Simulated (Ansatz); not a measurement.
A nudged elastic band was laid between two geometries of C₃H₁₂BNO (18 atoms, charge 0, multiplicity 1).

Level of theory: Ansatz 0.2.0, RKS r2SCAN-D4/6-31G*.

* movable images: 5
* climbing image: yes
* spring: 5.0 eV/Å²
* optimiser: quadratic models (default)
* start path: through a guess of the saddle point
* force threshold: 0.05 eV/Å
* iteration limit: 60
* end points: relaxed

Image 0:

```xyz
18
Properties=species:S:1:pos:R:3
B -0.018 0.282 0.018
O -0.569 -0.041 1.317
H -1.528 -0.134 1.239
C 1.458 -0.341 -0.185
H 1.385 -1.430 -0.314
H 1.992 0.041 -1.070
H 2.110 -0.182 0.690
C -1.029 0.126 -1.235
H -1.191 -0.941 -1.445
H -2.029 0.561 -1.067
H -0.646 0.563 -2.171
N 0.318 1.984 0.156
H 0.803 2.313 -0.681
C -0.850 2.834 0.457
H -1.362 2.380 1.309
H -0.563 3.864 0.697
H -1.519 2.831 -0.407
H 0.987 2.038 0.925
```

Image 6:

```xyz
18
Properties=species:S:1:pos:R:3
B 0.272 0.708 -0.561
O -0.620 -0.111 2.178
H -1.427 -0.315 1.683
C 1.610 -0.132 -0.578
H 1.505 -0.987 0.106
H 1.803 -0.558 -1.572
H 2.505 0.426 -0.269
C -1.058 0.106 -1.182
H -1.087 -0.985 -1.064
H -1.997 0.513 -0.786
H -1.072 0.293 -2.267
N 0.295 1.995 0.027
H 1.192 2.337 0.358
C -0.757 2.997 0.101
H -1.687 2.579 -0.291
H -0.936 3.324 1.135
H -0.508 3.885 -0.498
H -0.279 0.674 1.714
```

**Question.** What changes between the two ends?

**Answer.** Bonds broken: B1–O2, N12–H18. Bonds formed: O2–H18. C3H12BNO becomes C3H10BN + H2O.

**Question.** What energy profile does the band end with?

**Answer.** The forces met the threshold. The highest image is number 4 of 0 to 6, 1.05 eV above the first end and 0.51 eV above the last; the last end lies 0.54 eV above the first. A vibrational analysis at the climbing image gives one clearly imaginary mode, 937i cm⁻¹: a first-order saddle point. The orbitals stay closed-shell, which can raise the energy where a bond breaks towards radicals; this wasn't checked here.

```csv
image,path coordinate (Å),energy (eV),B1–O2 (Å),N12–H18 (Å),O2–H18 (Å)
0,0.00,0.00,1.45,1.02,2.63
1,0.98,0.03,1.45,1.02,2.42
2,1.95,0.08,1.45,1.02,2.31
3,2.93,0.11,1.45,1.02,2.21
4,3.90,1.05,1.69,1.41,1.15
5,5.23,0.58,2.83,2.17,0.97
6,6.55,0.54,2.99,2.22,0.97
```

**Question.** What is the geometry of the highest image?

**Answer.** 
```xyz
18
Properties=species:S:1:pos:R:3
B 0.088 0.421 -0.054
O -0.443 -0.151 1.450
H -1.383 -0.391 1.373
C 1.547 -0.177 -0.292
H 1.525 -1.262 -0.454
H 2.017 0.269 -1.182
H 2.223 0.006 0.558
C -1.050 0.131 -1.141
H -1.108 -0.941 -1.374
H -2.061 0.454 -0.846
H -0.828 0.642 -2.089
N 0.105 1.882 0.541
H 1.053 2.214 0.712
C -0.719 2.952 -0.017
H -1.766 2.632 -0.045
H -0.658 3.853 0.606
H -0.424 3.218 -1.043
H -0.365 0.996 1.530
```

**Question.** What are the harmonic wavenumbers there?

**Answer.** 937i, 90, 175, 185, 209, 246, 264, 288, 319, 390, 502, 585, 649, 701, 774, 805, 812, 827, 892, 1010, 1078, 1105, 1140, 1166, 1213, 1360, 1366, 1421, 1474, 1494, 1501, 1509, 1514, 1525, 1538, 1603, 1885, 3005, 3011, 3016, 3074, 3080, 3089, 3095, 3102, 3132, 3508, 3730 cm⁻¹.

Time of the run: 4.7 min on 4 threads of Arm Neoverse V2 (shared host), peak memory 0.21 GiB.
